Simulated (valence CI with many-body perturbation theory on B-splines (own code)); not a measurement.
# E1 transitions of Zr33+

Calculated by relativistic CI+MBPT: five valence electrons over a frozen Dirac-Fock core [He], a basis of 9 s, 9 p, 8 d, 6 f, 3 g, 1 h functions for each j, with the one-electron correlation potential Σ1 (screened to all orders), the two-electron term Σ2, the three-electron term Σ3, Breit, model QED; selected single and double excitations, second order for the rest (own B-spline code, finite nucleus).

The last digits are not significant, and no measured levels were compared; by estimate large intervals hold to a few tenths of a per cent, small ones and those within an open d or f shell to about a per cent. Among the levels kept, up to 1500 cm⁻¹ of a level comes from second order outside the variational space, and about a tenth of that is noise between levels of different J, which matters for small intervals.

Lines 151 to 200 of 204 in falling wavelength, among levels below 2701.1 eV, chosen from the strongest by gf and those to the six lowest levels. Wavelengths and rates use the calculated energies. Electric multipoles are in the length gauge, E1 and E2 with the static RPA response of the core. Weak lines are less certain than strong ones. Lines between different terms over intervals too small for the method are left out, as are lines whose strength nearly cancels. The highest levels of a list are the least certain.

Levels are named by their leading jj configuration (3d3/2^4 stands for four electrons in 3d with j = 3/2), which in mixed levels can hold well under half, so a name can repeat and another be missing. Letters in brackets count levels of one name in rising energy.

| λ vac (nm) | Upper | Lower | A (s⁻¹) | log gf | Branch % |
| --- | --- | --- | --- | --- | --- |
| 0.4950 | (2s^2 2p1/2 2p3/2 3d5/2) J=3/2 [b] | (2s^2 2p1/2 2p3/2^2) J=1/2 | 8.89e+13 | 0.12 | 87.6 |
| 0.4948 | (2s^2 2p1/2 2p3/2 3d3/2) J=3/2 [a] | (2s^2 2p1/2 2p3/2^2) J=3/2 | 1.95e+12 | -1.54 | 6.2 |
| 0.4946 | (2s^2 2p1/2 2p3/2 3d5/2) J=1/2 | (2s^2 2p1/2 2p3/2^2) J=1/2 | 1.02e+14 | -0.12 | 92.0 |
| 0.4943 | (2s^2 2p1/2 2p3/2 3d3/2) J=1/2 [a] | (2s^2 2p1/2 2p3/2^2) J=3/2 | 7.75e+12 | -1.25 | 47.3 |
| 0.4935 | (2s^2 2p1/2 2p3/2 3d3/2) J=5/2 [b] | (2s^2 2p1/2 2p3/2^2) J=5/2 | 3.55e+13 | -0.11 | 30.6 |
| 0.4932 | (2s^2 2p1/2 2p3/2 3d3/2) J=3/2 [b] | (2s^2 2p1/2 2p3/2^2) J=5/2 | 1.65e+13 | -0.62 | 11.1 |
| 0.4926 | (2s^2 2p1/2^2 3d5/2) J=5/2 | (2s^2 2p1/2^2 2p3/2) J=3/2 | 7.34e+13 | 0.20 | 99.1 |
| 0.4922 | (2s^2 2p1/2 2p3/2 3d5/2) J=5/2 [a] | (2s^2 2p1/2 2p3/2^2) J=3/2 | 4.04e+13 | -0.06 | 43.3 |
| 0.4920 | (2s^2 2p1/2 2p3/2 3d5/2) J=3/2 [a] | (2s^2 2p1/2 2p3/2^2) J=3/2 | 5.01e+13 | -0.14 | 86.4 |
| 0.4918 | (2s^2 2p1/2 2p3/2 3d5/2) J=5/2 [b] | (2s^2 2p1/2 2p3/2^2) J=5/2 | 3.71e+13 | -0.09 | 22.3 |
| 0.4914 | (2s^2 2p1/2 2p3/2 3d5/2) J=7/2 [b] | (2s^2 2p1/2 2p3/2^2) J=5/2 | 1.38e+14 | 0.60 | 100.0 |
| 0.4912 | (2s^2 2p1/2 2p3/2 3d5/2) J=3/2 [b] | (2s^2 2p1/2 2p3/2^2) J=5/2 | 8.49e+12 | -0.91 | 8.4 |
| 0.4905 | (2s^2 2p1/2 2p3/2 3d3/2) J=5/2 [b] | (2s^2 2p1/2 2p3/2^2) J=3/2 | 1.20e+13 | -0.59 | 10.3 |
| 0.4903 | (2s^2 2p1/2 2p3/2 3d3/2) J=3/2 [b] | (2s^2 2p1/2 2p3/2^2) J=3/2 | 1.29e+13 | -0.73 | 8.6 |
| 0.4898 | (2s^2 2p1/2 2p3/2 3d3/2) J=1/2 [b] | (2s^2 2p1/2 2p3/2^2) J=3/2 | 1.10e+13 | -1.10 | 7.5 |
| 0.4892 | (2s 2p1/2^2 2p3/2 3p1/2) J=3/2 [a] | (2s^2 2p1/2 2p3/2^2) J=5/2 | 6.04e+11 | -2.06 | 24.3 |
| 0.4889 | (2s^2 2p1/2 2p3/2 3d5/2) J=5/2 [b] | (2s^2 2p1/2 2p3/2^2) J=3/2 | 1.07e+14 | 0.36 | 64.7 |
| 0.4883 | (2s^2 2p1/2 2p3/2 3d5/2) J=3/2 [b] | (2s^2 2p1/2 2p3/2^2) J=3/2 | 2.69e+12 | -1.42 | 2.6 |
| 0.4879 | (2s^2 2p1/2 2p3/2 3d5/2) J=1/2 | (2s^2 2p1/2 2p3/2^2) J=3/2 | 4.53e+12 | -1.49 | 4.1 |
| 0.4860 | (2s 2p1/2^2 2p3/2 3p1/2) J=5/2 | (2s^2 2p1/2 2p3/2^2) J=3/2 | 4.00e+12 | -1.07 | 50.6 |
| 0.4846 | (2s 2p1/2^2 2p3/2 3p3/2) J=7/2 | (2s^2 2p1/2 2p3/2^2) J=5/2 | 4.36e+11 | -1.91 | 93.8 |
| 0.4837 | (2s 2p1/2^2 2p3/2 3p1/2) J=3/2 [b] | (2s^2 2p1/2 2p3/2^2) J=1/2 | 1.15e+12 | -1.79 | 8.0 |
| 0.4808 | (2s^2 2p3/2^2 3d3/2) J=3/2 | (2s^2 2p1/2 2p3/2^2) J=1/2 | 5.19e+12 | -1.14 | 5.0 |
| 0.4807 | (2s^2 2p3/2^2 3d3/2) J=1/2 | (2s^2 2p1/2 2p3/2^2) J=1/2 | 2.93e+12 | -1.69 | 5.3 |
| 0.4805 | (2s 2p1/2^2 2p3/2 3p3/2) J=3/2 | (2s^2 2p1/2 2p3/2^2) J=3/2 | 2.38e+12 | -1.48 | 8.8 |
| 0.4798 | (2s^2 2p1/2 2p3/2 3d3/2) J=3/2 [a] | (2s^2 2p1/2^2 2p3/2) J=3/2 | 2.11e+13 | -0.54 | 67.4 |
| 0.4795 | (2s^2 2p1/2 2p3/2 3d3/2) J=5/2 [a] | (2s^2 2p1/2^2 2p3/2) J=3/2 | 1.27e+13 | -0.58 | 85.9 |
| 0.4794 | (2s^2 2p1/2 2p3/2 3d3/2) J=1/2 [a] | (2s^2 2p1/2^2 2p3/2) J=3/2 | 3.09e+12 | -1.67 | 18.9 |
| 0.4793 | (2s 2p1/2^2 2p3/2 3p3/2) J=5/2 | (2s^2 2p1/2 2p3/2^2) J=3/2 | 2.08e+12 | -1.37 | 7.8 |
| 0.4791 | (2s 2p1/2^2 2p3/2 3p3/2) J=1/2 | (2s^2 2p1/2 2p3/2^2) J=3/2 | 5.56e+12 | -1.42 | 25.4 |
| 0.4775 | (2s^2 2p3/2^2 3d5/2) J=7/2 | (2s^2 2p1/2 2p3/2^2) J=5/2 | 4.01e+12 | -0.96 | 99.8 |
| 0.4774 | (2s^2 2p1/2 2p3/2 3d5/2) J=5/2 [a] | (2s^2 2p1/2^2 2p3/2) J=3/2 | 4.92e+13 | 0.00 | 52.8 |
| 0.4773 | (2s 2p1/2^2 2p3/2 3p1/2) J=3/2 [b] | (2s^2 2p1/2 2p3/2^2) J=3/2 | 4.11e+12 | -1.25 | 28.7 |
| 0.4773 | (2s 2p1/2^2 2p3/2 3p1/2) J=1/2 | (2s^2 2p1/2 2p3/2^2) J=3/2 | 2.55e+12 | -1.76 | 7.1 |
| 0.4772 | (2s^2 2p1/2 2p3/2 3d5/2) J=3/2 [a] | (2s^2 2p1/2^2 2p3/2) J=3/2 | 4.23e+12 | -1.24 | 7.3 |
| 0.4772 | (2s^2 2p3/2^2 3d3/2) J=3/2 | (2s^2 2p1/2 2p3/2^2) J=5/2 | 2.13e+13 | -0.54 | 20.5 |
| 0.4771 | (2s^2 2p3/2^2 3d3/2) J=5/2 | (2s^2 2p1/2 2p3/2^2) J=5/2 | 5.84e+13 | 0.08 | 54.2 |
| 0.4764 | (2s^2 2p3/2^2 3d3/2) J=7/2 | (2s^2 2p1/2 2p3/2^2) J=5/2 | 1.25e+14 | 0.53 | 100.0 |
| 0.4758 | (2s^2 2p1/2 2p3/2 3d3/2) J=5/2 [b] | (2s^2 2p1/2^2 2p3/2) J=3/2 | 6.82e+13 | 0.14 | 58.9 |
| 0.4756 | (2s^2 2p1/2 2p3/2 3d3/2) J=3/2 [b] | (2s^2 2p1/2^2 2p3/2) J=3/2 | 1.15e+14 | 0.19 | 77.0 |
| 0.4751 | (2s^2 2p1/2 2p3/2 3d3/2) J=1/2 [b] | (2s^2 2p1/2^2 2p3/2) J=3/2 | 1.35e+14 | -0.04 | 92.2 |
| 0.4745 | (2s^2 2p3/2^2 3d3/2) J=3/2 | (2s^2 2p1/2 2p3/2^2) J=3/2 | 7.69e+13 | 0.02 | 74.1 |
| 0.4744 | (2s^2 2p3/2^2 3d3/2) J=5/2 | (2s^2 2p1/2 2p3/2^2) J=3/2 | 4.82e+13 | -0.01 | 44.7 |
| 0.4744 | (2s^2 2p3/2^2 3d3/2) J=1/2 | (2s^2 2p1/2 2p3/2^2) J=3/2 | 5.15e+13 | -0.46 | 93.3 |
| 0.4743 | (2s^2 2p1/2 2p3/2 3d5/2) J=5/2 [b] | (2s^2 2p1/2^2 2p3/2) J=3/2 | 2.15e+13 | -0.36 | 13.0 |
| 0.4737 | (2s^2 2p1/2 2p3/2 3d5/2) J=3/2 [b] | (2s^2 2p1/2^2 2p3/2) J=3/2 | 8.61e+11 | -1.94 | 0.8 |
| 0.4733 | (2s^2 2p1/2 2p3/2 3d5/2) J=1/2 | (2s^2 2p1/2^2 2p3/2) J=3/2 | 2.71e+12 | -1.74 | 2.4 |
| 0.4719 | (2s 2p1/2^2 2p3/2 3p1/2) J=3/2 [a] | (2s^2 2p1/2^2 2p3/2) J=3/2 | 1.44e+12 | -1.72 | 58.0 |
| 0.4715 | (2s 2p1/2^2 2p3/2 3p1/2) J=5/2 | (2s^2 2p1/2^2 2p3/2) J=3/2 | 3.70e+12 | -1.13 | 46.8 |
| 0.4664 | (2s 2p1/2^2 2p3/2 3p3/2) J=3/2 | (2s^2 2p1/2^2 2p3/2) J=3/2 | 2.45e+13 | -0.50 | 90.5 |

(1) How does gf follow from A for the line at 0.4846 nm?

Results:

(1) gf = 1.4992 × (2J+1)_upper × A / σ², with σ = 20637310 cm⁻¹ and 2J+1 = 8: gf = 0.0123.
